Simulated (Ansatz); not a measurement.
A first, cheap relaxation of C11H24 (`CCCCCCCCCCC`).

```yaml
crystal:
  periodic: [false, false, false]
  atoms:
    - {symbol: C, position_ang: [-0.613790, -1.752590, -4.604710]}
    - {symbol: C, position_ang: [0.257930, -1.642530, -3.360060]}
    - {symbol: C, position_ang: [0.207860, -0.242590, -2.752160]}
    - {symbol: C, position_ang: [1.068260, -0.138460, -1.495310]}
    - {symbol: C, position_ang: [1.160880, 1.281980, -0.936410]}
    - {symbol: C, position_ang: [-0.173740, 1.899900, -0.512950]}
    - {symbol: C, position_ang: [-0.958530, 1.097580, 0.525610]}
    - {symbol: C, position_ang: [-0.213870, 0.916640, 1.846750]}
    - {symbol: C, position_ang: [-1.093470, 0.239500, 2.895730]}
    - {symbol: C, position_ang: [-0.413870, 0.094830, 4.257980]}
    - {symbol: C, position_ang: [0.741300, -0.899580, 4.250380]}
    - {symbol: H, position_ang: [-0.284550, -1.046870, -5.364490]}
    - {symbol: H, position_ang: [-1.652270, -1.534720, -4.364130]}
    - {symbol: H, position_ang: [-0.561900, -2.755350, -5.022750]}
    - {symbol: H, position_ang: [-0.077780, -2.370010, -2.616980]}
    - {symbol: H, position_ang: [1.290820, -1.888210, -3.617940]}
    - {symbol: H, position_ang: [0.557440, 0.483620, -3.490210]}
    - {symbol: H, position_ang: [-0.828690, 0.000070, -2.511870]}
    - {symbol: H, position_ang: [0.676640, -0.812660, -0.731670]}
    - {symbol: H, position_ang: [2.080450, -0.475810, -1.735010]}
    - {symbol: H, position_ang: [1.840490, 1.276340, -0.081640]}
    - {symbol: H, position_ang: [1.605650, 1.928690, -1.697560]}
    - {symbol: H, position_ang: [0.028920, 2.894180, -0.105860]}
    - {symbol: H, position_ang: [-0.801780, 2.034530, -1.396000]}
    - {symbol: H, position_ang: [-1.215650, 0.117860, 0.119540]}
    - {symbol: H, position_ang: [-1.897530, 1.622710, 0.720880]}
    - {symbol: H, position_ang: [0.679180, 0.315030, 1.679360]}
    - {symbol: H, position_ang: [0.102910, 1.894160, 2.218730]}
    - {symbol: H, position_ang: [-2.005270, 0.829290, 3.021770]}
    - {symbol: H, position_ang: [-1.389220, -0.748820, 2.535260]}
    - {symbol: H, position_ang: [-0.050060, 1.071900, 4.584310]}
    - {symbol: H, position_ang: [-1.159050, -0.238710, 4.984530]}
    - {symbol: H, position_ang: [1.140820, -1.021680, 5.254790]}
    - {symbol: H, position_ang: [0.404040, -1.871410, 3.895940]}
    - {symbol: H, position_ang: [1.547420, -0.558770, 3.606180]}
basis:
  gaussian: {orbitals: def2-SVP}
hamiltonian: {xc: pbe, dispersion: d4}
relax: {f_tol: 0.03, max_steps: 200}
```

```sh
$ ansatz run in.yaml --threads 11 --pin off --events-out ev --progress --plain --max-ram 174080MiB --backend cuda --devices 0, --max-vram 75GiB
```

Output, abridged:

```
Functional definition: PBE
mean field -11773.99569987 eV, -432.6863612694 hartree, gradient 1.3e-5 eV, S^2 0.000000; 0 other end points of the search recorded, 0 dependent functions left out
relax step   1: F+E_penalty+E_count = -11774.79427960 eV  Δ(F+E_penalty+E_count) = +0.000e0 eV  max|allowed force component| = 9.770e-1 eV/Å  Δτ_max = 0.0000 Å  (31 SCF iters, accepted)
mean field -11774.20570714 eV, -432.6940788940 hartree, gradient 2.6e-5 eV, S^2 0.000000; 0 other end points of the search recorded, 0 dependent functions left out
relax step   2: F+E_penalty+E_count = -11774.99353075 eV  Δ(F+E_penalty+E_count) = -1.993e-1 eV  max|allowed force component| = 2.561e-1 eV/Å  Δτ_max = 0.0696 Å  (28 SCF iters, accepted)
mean field -11774.22668335 eV, -432.6948497558 hartree, gradient 9.5e-6 eV, S^2 0.000000; 0 other end points of the search recorded, 0 dependent functions left out
relax step   3: F+E_penalty+E_count = -11775.01424867 eV  Δ(F+E_penalty+E_count) = -2.072e-2 eV  max|allowed force component| = 7.842e-2 eV/Å  Δτ_max = 0.0262 Å  (30 SCF iters, accepted)
mean field -11774.22806200 eV, -432.6949004200 hartree, gradient 9.5e-6 eV, S^2 0.000000; 0 other end points of the search recorded, 0 dependent functions left out
relax step   4: F+E_penalty+E_count = -11775.01572587 eV  Δ(F+E_penalty+E_count) = -1.477e-3 eV  max|allowed force component| = 2.926e-3 eV/Å  Δτ_max = 0.0247 Å  (30 SCF iters, accepted)
mean field -11774.22806200 eV, -432.6949004200 hartree, gradient 3.6e-5 eV, S^2 0.000000; 1 other end points of the search recorded, 0 dependent functions left out
Total energy: -11775.01577938 eV, -432.7238485000 hartree
Atom 0 at    -0.627048    -1.797173    -4.620915 Å, force    -0.000260    -0.000389     0.000240 eV/Å
Atom 1 at     0.246107    -1.660343    -3.373091 Å, force     0.000887    -0.002926    -0.000004 eV/Å
Atom 2 at     0.223905    -0.255920    -2.761850 Å, force     0.001189     0.000760     0.001801 eV/Å
Atom 3 at     1.094129    -0.114969    -1.509057 Å, force     0.000174    -0.001768     0.000074 eV/Å
Atom 4 at     1.177878     1.309949    -0.942704 Å, force    -0.000108     0.001808    -0.002265 eV/Å
Atom 5 at    -0.162306     1.935963    -0.520906 Å, force     0.001388     0.002861     0.001289 eV/Å
Atom 6 at    -0.963830     1.145246     0.523164 Å, force    -0.002120     0.000195     0.000522 eV/Å
Atom 7 at    -0.240591     0.929938     1.856525 Å, force     0.000104     0.001824    -0.000665 eV/Å
Atom 8 at    -1.109413     0.245353     2.916951 Å, force    -0.002726    -0.002300    -0.000762 eV/Å
Atom 9 at    -0.429925     0.051260     4.280193 Å, force     0.001965     0.001937     0.000705 eV/Å
Atom 10 at     0.758695    -0.913503     4.267585 Å, force    -0.001193    -0.001402     0.000341 eV/Å
Atom 11 at    -0.302596    -1.096021    -5.418539 Å, force    -0.000985    -0.001977    -0.000259 eV/Å
Atom 12 at    -1.690167    -1.568083    -4.396573 Å, force    -0.000242    -0.000873    -0.001146 eV/Å
Atom 13 at    -0.588353    -2.822226    -5.042166 Å, force    -0.000868     0.001079     0.001288 eV/Å
Atom 14 at    -0.079999    -2.396898    -2.604643 Å, force     0.000934     0.001186    -0.000053 eV/Å
Atom 15 at     1.296835    -1.933788    -3.619219 Å, force    -0.001835    -0.001216     0.002303 eV/Å
Atom 16 at     0.558615     0.482796    -3.526435 Å, force    -0.000752    -0.000205     0.000231 eV/Å
Atom 17 at    -0.829016     0.017192    -2.525975 Å, force    -0.000021     0.001243    -0.000357 eV/Å
Atom 18 at     0.722684    -0.814023    -0.725839 Å, force     0.001084     0.000457    -0.000692 eV/Å
Atom 19 at     2.123920    -0.463115    -1.746412 Å, force    -0.001306    -0.000161     0.002009 eV/Å
Atom 20 at     1.875662     1.310514    -0.077282 Å, force     0.000111     0.000980    -0.001487 eV/Å
Atom 21 at     1.649773     1.971191    -1.703057 Å, force     0.000920     0.000954     0.002295 eV/Å
Atom 22 at     0.036817     2.955841    -0.123081 Å, force     0.000247     0.000470    -0.002381 eV/Å
Atom 23 at    -0.798510     2.088870    -1.419603 Å, force     0.001222     0.001386     0.000839 eV/Å
Atom 24 at    -1.261236     0.156718     0.105619 Å, force    -0.000396     0.001534     0.001077 eV/Å
Atom 25 at    -1.920347     1.680230     0.715499 Å, force     0.000245    -0.000996    -0.001880 eV/Å
Atom 26 at     0.681805     0.332958     1.687986 Å, force     0.000887     0.000959    -0.000556 eV/Å
Atom 27 at     0.106463     1.914003     2.248696 Å, force     0.001109    -0.001671    -0.000296 eV/Å
Atom 28 at    -2.037776     0.842716     3.057165 Å, force    -0.000017    -0.002567    -0.000799 eV/Å
Atom 29 at    -1.446441    -0.744306     2.530776 Å, force    -0.000974     0.001891    -0.000561 eV/Å
Atom 30 at    -0.099747     1.042759     4.664684 Å, force    -0.002600    -0.002492     0.001899 eV/Å
Atom 31 at    -1.186780    -0.314378     5.007714 Å, force     0.000666    -0.000769    -0.000745 eV/Å
Atom 32 at     1.183000    -1.047995     5.283272 Å, force     0.000087    -0.000959    -0.001735 eV/Å
Atom 33 at     0.457184    -1.916239     3.896855 Å, force     0.002650     0.000759    -0.000690 eV/Å
Atom 34 at     1.580598    -0.554476     3.614696 Å, force     0.000534     0.000386     0.000423 eV/Å
Dipole moment:     0.002523     0.000379     0.009251 e Å
```

Hardware: 11 threads of an AMD EPYC 7R13 on a shared host and a whole NVIDIA H100 80 GB. Wall time 26 s, peak host memory 0.95 GiB.
